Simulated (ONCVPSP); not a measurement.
**La (Z = 57): one change to an ONCV potential, before and after**

ONCVPSP 4.0.1 input, shortened (lines: element, Z, core and valence counts, functional; n l f; lmax; l rc ep ncon nbas qcut; lloc lpopt rc5 dvloc0; l nproj debl; icmod fcfact rcfact), PBEsol, scalar-relativistic:

```
  La 57.00    9    4  -116133      upf
    1    0    2.00
    2    0    2.00
    2    1    6.00
    3    0    2.00
    3    1    6.00
    3    2   10.00
    4    0    2.00
    4    1    6.00
    4    2   10.00
    5    0    2.00
    5    1    6.00
    5    2    1.00
    6    0    2.00
    3
    0    2.80    0.00    5    8    5.40
    1    2.45    0.00    3    7    6.50
    2    3.40    0.00    4    8    5.50
    3    2.85    0.03    4    9    4.20
    4    3    2.20    1.00
    0    2    2.50
    1    1    0.50
    2    3    0.80
    3    3    3.20
    3    3.75    1.00
```

In the f channel the program set the typed energies aside and used -0.161, 3.039, 6.239 Ha.

All-electron outer shells of the reference configuration (PBEsol, scalar-relativistic, ld1.x):

| shell | level (eV) | outermost node (bohr) | outermost maximum (bohr) |
| --- | --- | --- | --- |
| 5s | -38.95 | 0.77 | 1.41 |
| 5p | -22.40 | 0.83 | 1.58 |
| 6s | -3.70 | 1.86 | 3.79 |
| 5d | -3.10 | 0.95 | 2.21 |

Change: d: debl 4.7.

Cutoffs: the cutoffs (Ha) at which the residual kinetic energy of the hardest occupied pseudo-wave falls to 1 and 0.1 mHa per electron; they do not see the model core or the augmentation charge, which bear on the density cutoff. Errors are all-electron minus pseudo energies relative to the spin-unpolarised reference configuration.

Task: How do hardness, ghosts and transferability respond?

Result: The potential gets neither clearly harder nor softer (12 Ha and 15 Ha → 12 Ha and 15 Ha); of the 4 tests that both files solve, the error grows in 3 and shrinks in 0 by more than 15 % and 0.3 meV (median size 2.3 → 2.4 meV); the range in which the d phases agree narrows (upper end at the end of the scan → 2.9); neither file shows a bound ghost.

| quantity | base | changed |
| --- | --- | --- |
| cutoff, loose | 12 Ha | 12 Ha |
| cutoff, tight | 15 Ha | 15 Ha |
| bound ghosts | none | none |
| GHOST(+) flags under 300 eV | f at 178.9 eV | f at 178.9 eV |
| error for 5s2 5p6 5d1 6s1, meV [ΔE 6.00 eV] | -1.4 | -1.7 |
| error for 5s2 5p6 5d1 6s0, meV [ΔE 16.85 eV] | -5.4 | -7.3 |
| error for 5s2 5p6 5d0 6s0, meV [ΔE 35.76 eV] | +0.7 | +1.1 |
| error for 5s2 5p6 5d0 6s2, meV [ΔE 6.40 eV] | -3.2 | -3.0 |
| s: phases at 2.84 bohr within 0.05 rad from the reference energy up to (Ha; the scan ends near 5) | 3.1 | 3.1 |
| p: phases at 2.49 bohr within 0.05 rad from the reference energy up to (Ha; the scan ends near 5) | 0.3 | 0.3 |
| d: phases at 3.46 bohr within 0.05 rad from the reference energy up to (Ha; the scan ends near 5) | to the end of the scan | 2.9 |
| f: phases at 2.89 bohr within 0.05 rad from the reference energy up to (Ha; the scan ends near 5) | -0.1 | -0.1 |
| rms error of d²Exc/dni dnj with the model core, mHa | 1.48 | 1.48 |

Base: The cutoffs count occupied waves only; projector 3 of the f channel, the hardest unoccupied one, needs 80 Ha at the loose tolerance. Changed file: The cutoffs count occupied waves only; projector 3 of the f channel, the hardest unoccupied one, needs 80 Ha at the loose tolerance.
